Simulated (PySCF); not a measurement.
PySCF input (M06-2X/def2-TZVPD):

```python
from pyscf import gto, scf, dft

mol = gto.M(
    atom='''
    B    -0.01744833    0.01357282    0.00081580
    F     0.32283310    1.30600505    0.06635391
    O    -1.33694995   -0.29348533   -0.00724029
    O     0.94257609   -0.95327315   -0.05558063
    H    -1.50394033   -1.23992490   -0.05573206
    H     1.84067489   -0.60791677   -0.04296477
    ''',
    basis='def2-tzvpd',
    charge=0,
    spin=0,
    verbose=4,
)

mf = dft.RKS(mol, xc='m062x').density_fit(auxbasis='def2-universal-jkfit')
mf.grids.level = 4
mf.conv_tol = 1e-9
mf.max_cycle = 100
mf.max_memory = 1500
mf.kernel()
if not mf.converged:
    mf = mf.newton()
    mf.kernel(mf.make_rdm1())
mf.analyze()
```

Output:

```
PySCF version 2.14.0

[INPUT] verbose = 4
[INPUT] num. atoms = 6
[INPUT] num. electrons = 32
[INPUT] charge = 0
[INPUT] spin (= nelec alpha-beta = 2S) = 0
[INPUT] symmetry False subgroup None
[INPUT] Mole.unit = angstrom
[INPUT] Symbol           X                Y                Z      unit          X                Y                Z       unit  Magmom
[INPUT]  1 B     -0.017448330000   0.013572820000   0.000815800000 AA   -0.032972565031   0.025648912538   0.001541638572 Bohr   0.0
[INPUT]  2 F      0.322833100000   1.306005050000   0.066353910000 AA    0.610066142944   2.467991861799   0.125390717194 Bohr   0.0
[INPUT]  3 O     -1.336949950000  -0.293485330000  -0.007240290000 AA   -2.526469247751  -0.554606895278  -0.013682165162 Bohr   0.0
[INPUT]  4 O      0.942576090000  -0.953273150000  -0.055580630000 AA    1.781210661663  -1.801425175401  -0.105032168531 Bohr   0.0
[INPUT]  5 H     -1.503940330000  -1.239924900000  -0.055732060000 AA   -2.842035331388  -2.343118476029  -0.105318329758 Bohr   0.0
[INPUT]  6 H      1.840674890000  -0.607916770000  -0.042964770000 AA    3.478371426464  -1.148796201830  -0.081191648305 Bohr   0.0

nuclear repulsion = 114.148199816615
number of shells = 65
number of NR pGTOs = 239
number of NR cGTOs = 175
basis = def2-tzvpd
ecp = {}

******** <class 'pyscf.df.df_jk.DFRKS'> ********
method = DFRKS
initial guess = minao
damping factor = 0
level_shift factor = 0
DIIS = <class 'pyscf.scf.diis.CDIIS'>
diis_start_cycle = 1
diis_space = 8
diis_damp = 0
SCF conv_tol = 1e-09
SCF conv_tol_grad = None
SCF max_cycles = 100
direct_scf = False
XC library pyscf.dft.libxc version 7.1.2
    S. Lehtola, C. Steigemann, M. J. T. Oliveira, and M. A. L. Marques,  SoftwareX 7, 1–5 (2018)
XC functionals = m062x
    Y. Zhao and D. G. Truhlar,  Theor. Chem. Acc. 120, 215 (2008)
    Y. Zhao and D. G. Truhlar,  Theor. Chem. Acc. 120, 215 (2008)
radial grids:
    Treutler-Ahlrichs [JCP 102, 346 (1995); DOI:10.1063/1.469408] (M4) radial grids

becke partition: Becke, JCP 88, 2547 (1988); DOI:10.1063/1.454033
pruning grids: <function nwchem_prune>
grids dens level: 4
symmetrized grids: False
atomic radii adjust function: <function treutler_atomic_radii_adjust>
small_rho_cutoff = 0
Set gradient conv threshold to 3.16228e-05
Initial guess from minao.
tot grids = 144880
******** <class 'pyscf.df.df.DF'> ********
auxbasis = def2-universal-jkfit
init E= -276.979751470917
  HOMO = -0.468131907849589  LUMO = -0.0306512316557885  gap/eV = 11.90446
cycle= 1 E= -276.433542680206  delta_E= 0.546  |g|= 0.821  |ddm|= 1.85
  HOMO = -0.326609720476188  LUMO = -0.00543726144761791  gap/eV = 8.73955
[...]
cycle= 10 E= -276.550922440545  delta_E= -1.23e-10  |g|= 4.52e-06  |ddm|= 2.39e-05
  HOMO = -0.42531798697193  LUMO = -0.00859683877466111  gap/eV = 11.33956
Extra cycle  E= -276.55092244055  delta_E= -4.77e-12  |g|= 3.09e-06  |ddm|= 7.84e-06
converged SCF energy = -276.55092244055
**** SCF Summaries ****
Total Energy =                        -276.550922440549925
Nuclear Repulsion Energy =             114.148199816615275
One-electron Energy =                 -607.897610630138502
Two-electron Energy =                  217.198488372973344
Two-electron Coulomb Energy =          249.696834664480036
DFT Exchange-Correlation Energy =      -32.498346291506685
HOMO-LUMO gap [eV] =                    11.339560026293501
**** MO energy ****
MO #1   energy= -25.2449855380111  occ= 2
MO #2   energy= -19.6556271285207  occ= 2
MO #3   energy= -19.6499753204911  occ= 2
MO #4   energy= -7.14321140132699  occ= 2
MO #5   energy= -1.35575115353393  occ= 2
MO #6   energy= -1.18017918941536  occ= 2
MO #7   energy= -1.15157476598507  occ= 2
MO #8   energy= -0.682230873218359 occ= 2
MO #9   energy= -0.654338094618801 occ= 2
MO #10  energy= -0.618538333712596 occ= 2
MO #11  energy= -0.564724342371306 occ= 2
MO #12  energy= -0.537012022340381 occ= 2
MO #13  energy= -0.478659550605164 occ= 2
MO #14  energy= -0.471513332655359 occ= 2
MO #15  energy= -0.470181580375091 occ= 2
MO #16  energy= -0.42531798697193  occ= 2
MO #17  energy= -0.00859683877466111 occ= 0
MO #18  energy= 0.0228796620584396 occ= 0
MO #19  energy= 0.0449415441501259 occ= 0
MO #20  energy= 0.0523902754705595 occ= 0
MO #21  energy= 0.070759331592605  occ= 0
MO #22  energy= 0.0785791519056364 occ= 0
MO #23  energy= 0.0923723749295008 occ= 0
MO #24  energy= 0.0976934511017132 occ= 0
MO #25  energy= 0.108924810180929  occ= 0
MO #26  energy= 0.119599579420512  occ= 0
MO #27  energy= 0.131575791773521  occ= 0
MO #28  energy= 0.143161013908539  occ= 0
MO #29  energy= 0.148561824681654  occ= 0
MO #30  energy= 0.175489703633422  occ= 0
MO #31  energy= 0.179359682460363  occ= 0
MO #32  energy= 0.193292156477733  occ= 0
MO #33  energy= 0.202929433804121  occ= 0
MO #34  energy= 0.211878375244092  occ= 0
MO #35  energy= 0.242419353002972  occ= 0
MO #36  energy= 0.26092250346059   occ= 0
MO #37  energy= 0.270179172846856  occ= 0
MO #38  energy= 0.278008126373071  occ= 0
MO #39  energy= 0.282549727480064  occ= 0
MO #40  energy= 0.291410827140537  occ= 0
MO #41  energy= 0.302563851873008  occ= 0
MO #42  energy= 0.316409351586911  occ= 0
MO #43  energy= 0.318110051118937  occ= 0
MO #44  energy= 0.320010431018301  occ= 0
MO #45  energy= 0.334921567306788  occ= 0
MO #46  energy= 0.354695115802233  occ= 0
MO #47  energy= 0.372816782737622  occ= 0
MO #48  energy= 0.415087258515083  occ= 0
MO #49  energy= 0.44985970410507   occ= 0
MO #50  energy= 0.469758118502859  occ= 0
MO #51  energy= 0.489960297246779  occ= 0
MO #52  energy= 0.500626189735502  occ= 0
MO #53  energy= 0.525204288385386  occ= 0
MO #54  energy= 0.531713585471946  occ= 0
MO #55  energy= 0.549357232018497  occ= 0
MO #56  energy= 0.551020739091964  occ= 0
MO #57  energy= 0.552791248114278  occ= 0
MO #58  energy= 0.575074428977744  occ= 0
MO #59  energy= 0.625491491118616  occ= 0
MO #60  energy= 0.642361985618723  occ= 0
MO #61  energy= 0.646372578434371  occ= 0
MO #62  energy= 0.666440308642756  occ= 0
MO #63  energy= 0.670106441277568  occ= 0
MO #64  energy= 0.701526805697317  occ= 0
MO #65  energy= 0.72511553353754   occ= 0
MO #66  energy= 0.731381654192775  occ= 0
MO #67  energy= 0.787912746213621  occ= 0
MO #68  energy= 0.790019284688015  occ= 0
MO #69  energy= 0.796207836033274  occ= 0
MO #70  energy= 0.822142818137902  occ= 0
MO #71  energy= 0.823709430476653  occ= 0
MO #72  energy= 0.860959281776662  occ= 0
MO #73  energy= 0.882990599724965  occ= 0
MO #74  energy= 0.935471083030457  occ= 0
MO #75  energy= 0.952103097431348  occ= 0
MO #76  energy= 1.00282981388296   occ= 0
MO #77  energy= 1.04028328641204   occ= 0
MO #78  energy= 1.06849210671193   occ= 0
MO #79  energy= 1.08361589378318   occ= 0
MO #80  energy= 1.10272590523057   occ= 0
MO #81  energy= 1.13502016613909   occ= 0
MO #82  energy= 1.21852773555018   occ= 0
MO #83  energy= 1.22219008135779   occ= 0
MO #84  energy= 1.28544339434211   occ= 0
MO #85  energy= 1.28887571435433   occ= 0
MO #86  energy= 1.38078083652114   occ= 0
MO #87  energy= 1.40103936800304   occ= 0
MO #88  energy= 1.60227003542367   occ= 0
MO #89  energy= 1.6080216057245    occ= 0
MO #90  energy= 1.61926665574039   occ= 0
MO #91  energy= 1.72232760097989   occ= 0
MO #92  energy= 1.72701544368024   occ= 0
MO #93  energy= 1.73937160338718   occ= 0
MO #94  energy= 1.84863113486063   occ= 0
MO #95  energy= 1.89515913788194   occ= 0
MO #96  energy= 1.89929944959971   occ= 0
MO #97  energy= 1.95773047867465   occ= 0
MO #98  energy= 2.01235415021607   occ= 0
MO #99  energy= 2.01354731204274   occ= 0
MO #100 energy= 2.0381855154152    occ= 0
MO #101 energy= 2.05310075277982   occ= 0
MO #102 energy= 2.1334488053171    occ= 0
MO #103 energy= 2.16573258157236   occ= 0
MO #104 energy= 2.20192278895506   occ= 0
MO #105 energy= 2.25083287066762   occ= 0
MO #106 energy= 2.30202189723176   occ= 0
MO #107 energy= 2.34174820854718   occ= 0
[...]
```
